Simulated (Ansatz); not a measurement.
H$_{2}$N, doublet, at a GFN2-xTB geometry; B3LYP/def2-SVP (Ansatz, a first-principles code).

Here is a job for Ansatz.
Ansatz 0.2 input:
```yaml
crystal:
  periodic: [false, false, false]
  atoms:
    - {symbol: N, position_ang: [-0.00151377, 0.00360521, 0.12945433]}
    - {symbol: H, position_ang: [0.00684846, 0.81704990, -0.47617765]}
    - {symbol: H, position_ang: [0.00374795, -0.84228634, -0.43000263]}
basis:
  gaussian:
    orbitals: def2-SVP
hamiltonian:
  xc: b3lyp
magnetization: {spin_polarized: true, initial_magnetization: 1}
```

What the program printed (banner, timings and long lists left out):

```
Functional definition: B3LYP
250 factors; integrals over basis functions are off by at most 4.9e-4 eV
mean field evaluation 1: about -1517.0078 eV, gradient 2.2e1 eV
mean field evaluation 2: about -1516.3619 eV, gradient 2.5e1 eV
mean field evaluation 4: about -1519.1796 eV, gradient 8.6e-2 eV
mean field evaluation 8: about -1519.1780 eV, gradient 8.3e-4 eV
mean field -1519.17802025 eV, -55.8287625084 hartree, gradient 1.2e-5 eV, S^2 0.752640; 0 other end points of the search recorded, 0 dependent functions left out
reference -1519.17816061 eV, -55.8287676664 hartree; 5, 4 occupied and 19, 20 virtual orbitals, 250 factors
Total energy: -1519.17816061 eV, -55.8287676664 hartree
```
